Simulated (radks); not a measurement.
Correlation energies from several functionals, in hartree. Species: As [Ar] 3d10 4s2 4p3; B3+ [He]; S+ [Ne] 3s2 3p3; Mg [Ne] 3s2; Pd [Kr] 4d10. Calculated with a radial shooting solver on a logarithmic mesh with Libxc functionals: non-relativistic Kohn-Sham, PBE, spin-polarised, spherical densities, point nucleus. Every spin shell is full or empty, so the densities are truly spherical. Functionals are evaluated on that one density, not self-consistently.

functional,As,B3+,S+,Mg,Pd
PW92,-2.9270,-0.16252,-1.1567,-0.88764,-4.3417
Wigner,-1.6709,-0.10593,-0.69807,-0.60477,-2.4561
PBEsol,-1.7847,-0.059417,-0.63551,-0.48341,-2.7350
LYP,-1.5567,-0.049926,-0.58857,-0.46060,-2.3159
AM05,-2.7020,-0.14164,-1.0479,-0.79815,-4.0378
OP (B88),-1.4963,-0.069175,-0.56329,-0.44382,-2.2471
revTPSS,-1.5859,-0.049735,-0.56135,-0.42696,-2.4470
SCAN,-1.5690,-0.042301,-0.53955,-0.41072,-2.4189
r2SCAN,-1.5802,-0.042301,-0.54465,-0.41384,-2.4324
B95,-1.8590,-0.060212,-0.62982,-0.46904,-2.9222
